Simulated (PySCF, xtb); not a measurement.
B(CCH)(Cl)(Me) (C3H4BCl), SMILES C#CB(C)Cl.

GFN2-xTB (xtb 6.7.1) at its own geometry gives an orbital gap of 3.68 eV and a dipole moment of 1.65 D.

The structure is a stationary point at PBE0-D3(BJ)/def2-SVP. The structure was generated by enumeration, and PubChem lists no compound with its InChIKey, so it may never have been made.

Question: What does HF/def2-TZVP (PySCF) give? (An estimate is asked for; the answer gives what the named calculation found.)

Answer: gap 12.81 eV (levels -11.03 and 1.79 eV), dipole 1.78 D.
